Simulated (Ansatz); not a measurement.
Consider the hydrogenolysis of a C–O bond: `OCS[SiH2]S` + H₂ → `CS[SiH2]S` + H₂O.

Gas-phase electronic energies from Ansatz, PBE0-D4/def2-TZVP geometries. CCSD(T)/CBS adds triple-zeta CCSD(T) − MP2 to the extrapolated MP2 energy (def2 sets, frozen cores). This one scheme is used for every species. Functionals use def2-TZVPP. B3LYP here is the variant with VWN-RPA as its local correlation; programs differ in this. One conformer a species, not always the lowest.

```tsv
level	ΔE (kJ/mol)	difference from CCSD(T)/CBS
PBE-D4	-87.3	16.8
ωB97X-V	-96.8	7.3
PBE	-92.1	12.0
PBE0	-101.1	3.0
B3LYP	-102.2	1.9
HF/def2-TZVPP	-120.0	-15.9
MP2/def2-TZVPP	-103.1	1.0
MP2/def2-QZVPP	-104.9	-0.8
MP2/CBS(def2)	-105.8	-1.7
CCSD/CBS(def2)	-110.2	-6.1
CCSD(T)/CBS	-104.1	0
```

Largest T1 diagnostic among the species: 0.012.

The D4 term adds +7.8 kJ/mol with B3LYP and +4.2 kJ/mol with PBE0; it sums over pairs of atoms, weighted by their polarisabilities, and B3LYP, whose exchange is more repulsive, gets the larger term. In def2-TZVPP, CCSD(T) changes the Hartree–Fock value by +18.5 kJ/mol (the triples alone add +6.1 kJ/mol) and MP2 by +16.9 kJ/mol. From PBE to PBE0 (25 % exact exchange), in def2-TZVPP and without D4, ΔE moves by −9.0 kJ/mol.
